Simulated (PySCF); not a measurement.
An equivalent PySCF input for Ga⁺ (gallium, charge +1), [Ar] 3d10 4s2, closed-shell 1S, with the non-relativistic Hamiltonian (point nucleus):

```python
from pyscf import gto, scf, dft, mp, cc
import basis_set_exchange as bse
mol = gto.M(atom="Ga 0 0 0", charge=1, spin=0, symmetry="D2h",
            basis=gto.basis.parse(bse.get_basis("def2-SVP", elements=["Ga"], fmt="nwchem", header=False)))
mf = dft.UKS(mol, xc="B3LYP")
mf.irrep_nelec = {'Ag': (6, 6), 'B1g': (1, 1), 'B2g': (1, 1), 'B3g': (1, 1), 'B1u': (2, 2), 'B2u': (2, 2), 'B3u': (2, 2)}
mf.kernel()
```

It reaches the same state as the run whose output follows, with an energy that differs only through the grid. The run itself started from symmetry-adapted Hartree-Fock orbitals and held the occupation by maximum overlap, on a logarithmic radial grid, so the iterations belong to that start.

```
SCF conv_tol = 1e-09
number electrons alpha = 15  beta = 15
XC functionals = B3LYP
    P. J. Stephens, F. J. Devlin, C. F. Chabalowski, and M. J. Frisch.,  J. Phys. Chem. 98, 11623 (1994)
cycle= 1 E= -1924.38669222328  delta_E= -0.00294  |g|= 0.168  |ddm|= 0.25
cycle= 2 E= -1924.38437792864  delta_E= 0.00231  |g|= 0.198  |ddm|= 0.163
cycle= 3 E= -1924.39199936859  delta_E= -0.00762  |g|= 0.00138  |ddm|= 0.0843
cycle= 4 E= -1924.3919997205  delta_E= -3.52e-07  |g|= 4.78e-06  |ddm|= 0.000744
cycle= 5 E= -1924.39199972052  delta_E= -2.05e-11  |g|= 3.13e-06  |ddm|= 2.64e-05
converged SCF energy = -1924.39199972052  <S^2> = 3.5527137e-15  2S+1 = 1
```
